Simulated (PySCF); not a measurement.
Electron correlation in Se(2+) (selenium, charge +2)

[Ar] 3d10 4s1 4p3, 4s spin antiparallel (an excited configuration). Computed with PySCF 2.14 in aug-cc-pwCVDZ-PP with ECP10MDF (6s5p4d1f, 48 functions), with scalar relativity through the core potential. Frozen: 3s2 3p6 3d10; 4 electrons correlated.

MP2 pair energies summed by pair of shells (mhartree):

| pair | energy | share (%) |
| --- | --- | --- |
| 4s-4p | -97.29 | 86.1 |
| 4p-4p | -15.70 | 13.9 |

Total MP2 correlation energy: -112.99 mhartree.

Same-spin part -15.70 and opposite-spin part -97.29 mhartree; SCS-MP2 scales them by 1/3 and 6/5 to -121.98 mhartree.
